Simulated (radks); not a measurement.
All-electron atom: P+ in [Ne] 3s1 3p2 3d1 (not the ground configuration).

All-electron calculation, Dirac Kohn-Sham, RPBE, spin-unpolarised, spherical densities, finite nucleus; open shells fill j = l - 1/2 first; Fermi nuclear charge, rms radius 3.1889 fm. Program: a radial shooting solver on a logarithmic mesh with Libxc functionals.

Energy parts (eV):
total: -9277.540
kinetic: 9312.404
electron-nucleus: -21936.759
Hartree: 3963.922
exchange-correlation: -617.107

Orbitals (lengths in bohr, moments of r in powers of bohr; r(90%) holds 90 % of the orbital's charge):
orbital  occ.  eigenvalue (eV)  r(90%)
1s1/2       2        -2101.326   0.185
2s1/2       2        -189.9534   0.814
2p1/2       2        -140.9259   0.805
2p3/2       4        -140.0053   0.809
3s1/2       1         -26.1051    2.66
3p1/2       2         -16.7601    3.13
3p3/2       0         -16.6883    3.14
3d3/2       1          -5.4132    5.44
3d5/2       0          -5.4114    5.44
4s1/2       0          -5.9163    7.27
4p1/2       0          -4.1471    8.78
4p3/2       0          -4.1378    8.80

The highest occupied level is 3d3/2 at -5.413 eV. The configuration is held as typed, so some empty levels lie below it. The density falls to 0.001 e/bohr^3 at r = 4.22 bohr. The electron density at the nucleus is 2385 e/bohr^3. Summed over all electrons, <r^2> = 29.17 bohr^2, which gives a Langevin (diamagnetic) susceptibility term of -23.1 x 10^-6 cm^3/mol.
